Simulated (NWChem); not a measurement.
System: Si$_{2}$HCl$_{4}$, doublet; SMILES Cl[SiH][Si](Cl)(Cl)Cl

Here is an NWChem input.

```
start job
memory heap 200 mb stack 900 mb global 1100 mb
geometry units angstroms noautosym nocenter noautoz
  Cl    -0.312956    -2.989071     0.017601
  Si     1.098209    -1.477019     0.067765
  Si     0.047678     0.602046    -0.028329
  Cl    -1.281057     0.927671     1.506537
  Cl    -0.959915     0.797320    -1.805244
  Cl     1.529708     2.026342     0.070009
  H      1.930344    -1.624218     1.301664
end
basis spherical
  * library def2-svp
end
dft
  odft
  mult 2
  xc b3lyp
  iterations 150
end
property
  efieldgrad
end
task dft property
```

Structure relaxed at the PBE0/def2-SVP, spin-unrestricted level. No stability test was run on the SCF state.

Vzz is the largest principal value of the second derivative of the potential at the nucleus (NWChem prints the opposite sign); η is the asymmetry. Non-relativistic.

Atoms are numbered as in the input.

Question: What results follow from this input? (B3LYP/def2-SVP, spin-unrestricted.) Quantities: Vzz Cl6 (a.u.); η Cl6; Vzz Cl4 (a.u.); η Cl4; Vzz Cl5 (a.u.); η Cl5.

Answer: 
```
Quantity        Value
--------------  -----
Vzz Cl6 (a.u.)  2.023
η Cl6            0.02
Vzz Cl4 (a.u.)  2.048
η Cl4            0.02
Vzz Cl5 (a.u.)  2.068
η Cl5            0.02
```
